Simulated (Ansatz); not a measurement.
Two isomers of AlH9N2Si2: A = `[NH2][Al]([NH2])[SiH2][SiH3]`, B = `[NH2][AlH][N]([SiH3])[SiH3]`.

Gas-phase electronic energies from Ansatz, PBE0-D4/def2-TZVP geometries. CCSD(T)/CBS is the MP2 limit (def2-TZVPP, def2-QZVPP) plus CCSD(T) − MP2 in def2-TZVPP, frozen cores. DFT in def2-TZVPP. B3LYP here is the variant with VWN-RPA as its local correlation; programs differ in this. One conformer a species, not always the lowest.

**Question.** Which isomer does CCSD(T)/CBS put lower? Give the gap. (Estimate.)

**Answer.** The calculation gave: B, by 22.5 kcal/mol.

**Question.** Give E(B) − E(A) in kcal/mol with PBE0-D4, CCSD(T)/def2-TZVPP, MP2/def2-TZVPP, ωB97M-V, B3LYP-D4, CCSD/def2-TZVPP, HF/def2-TZVPP. (Best estimate.)

**Answer.** Computed: PBE0-D4 -16.1, CCSD(T)/def2-TZVPP -22.6, MP2/def2-TZVPP -26.2, ωB97M-V -24.3, B3LYP-D4 -22.0, CCSD/def2-TZVPP -23.1, HF/def2-TZVPP -28.0. None reverses the order clearly.

Largest T1 diagnostic: 0.012.

From PBE to PBE0 (25 % exact exchange), in def2-TZVPP and without D4, E(B) − E(A) moves by −3.0 kcal/mol. The D4 term adds −2.2 kcal/mol with B3LYP and −1.1 kcal/mol with PBE0; it sums over pairs of atoms, weighted by their polarisabilities, and B3LYP, whose exchange is more repulsive, gets the larger term.
